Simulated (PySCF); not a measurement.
Atomic charges by several schemes

Species: C₃H₈O₂SSi.
Structure used (PBE0-D3(BJ)/def2-SVP), in Å, numbered top down from 1:
```
atom  x, y, z in Å
C1    -3.5446   -0.1884    0.5373
S2    -1.9805    0.7092    0.8091
Si3   -0.6995   -0.6481   -0.2205
O4     0.8039    0.1673   -0.1080
C5     1.8408   -0.4486   -0.6930
C6     3.1248    0.3062   -0.5553
O7     1.6999   -1.5022   -1.2628
H8    -4.3377    0.4220    0.9892
H9    -3.5408   -1.1723    1.0276
H10   -3.7645   -0.3067   -0.5339
H11   -1.1230   -0.8023   -1.6385
H12   -0.6276   -1.9660    0.4664
H13    3.3406    0.4768    0.5093
H14    3.0191    1.2955   -1.0241
H15    3.9407   -0.2522   -1.0266
```

Density: PBE0/pcSseg-1 (PySCF); schemes: Mulliken, IAO, Hirshfeld and ESP-fitted. Isolated species at its PBE0-D3(BJ)/def2-SVP geometry (one conformer only).

Problem. Atoms with like bonding are taken together and averaged. For which atoms does the sign change between the 4 schemes (beyond +0.03 e in one, beyond −0.03 e in another)?

Solution. For none.

Problem. Do the Mulliken, IAO, Hirshfeld and ESP-fitted schemes agree on where the charge is lowest?

Solution. The schemes don't all agree: Mulliken O4 (-0.581); IAO O4 (-0.582); Hirshfeld O7 (-0.249); ESP-fitted C6 (-0.632).

Problem. What partial charge does each atom carry?

Solution. In e; atoms taken as equivalent share a row and are averaged (×n: the atom named and its like, n in all):

```
       atom                               environment  Mulliken     IAO  Hirshfeld  ESP-fitted
         C1                           S-methyl carbon    -0.436  -0.498     -0.112      -0.414
         S2                 sulfur bonded to C and Si    -0.280  -0.170     -0.096      -0.225
        Si3                      oxygen-bound silicon    +0.758  +0.891     +0.358      +0.428
         O4  oxygen singly bound to a carbonyl carbon    -0.581  -0.582     -0.196      -0.433
         C5                           carbonyl carbon    +0.399  +0.536     +0.223      +0.864
         C6          methyl carbon next to a carbonyl    -0.244  -0.465     -0.115      -0.632
         O7                           carbonyl oxygen    -0.412  -0.453     -0.249      -0.555
  H8/H9/H10                           methyl hydrogen    +0.162  +0.160     +0.050      +0.168
    H11/H12                             Si–H hydrogen    -0.070  -0.128     -0.072      -0.038
H13/H14/H15                           methyl hydrogen    +0.150  +0.172     +0.060      +0.180
```

Mean size of the charges over all atoms: IAO 0.323 e, ESP-fitted 0.311 e, Mulliken 0.279 e, Hirshfeld 0.122 e. Each set sums to the total charge, 0, to within 0.001 e. The ESP scheme fits charges at the nuclei, held to the total charge, to the electrostatic potential on points at 1.4 to 2.0 times the van der Waals radii.

Some averages cover members that differ in this geometry: H8/H9/H10, ESP-fitted +0.145 to +0.207 e.

Problem. Sum the charges by element, for elements with more than one atom.

Solution. 
```csv
element,atoms,Mulliken,IAO,Hirshfeld,ESP-fitted
C,3,-0.281,-0.426,-0.004,-0.183
O,2,-0.994,-1.034,-0.445,-0.988
H,8,+0.797,+0.739,+0.186,+0.968
```

Problem. How many electrons does the IAO scheme count on O4?

Solution. Z − q = 8 − (-0.582) = 8.582.

These values come from a run that also computed NMR shieldings. Hardware: Arm Neoverse N1, one thread, no GPU (shared host). Cost: 40 s of wall time, 1.0 GiB resident at most.
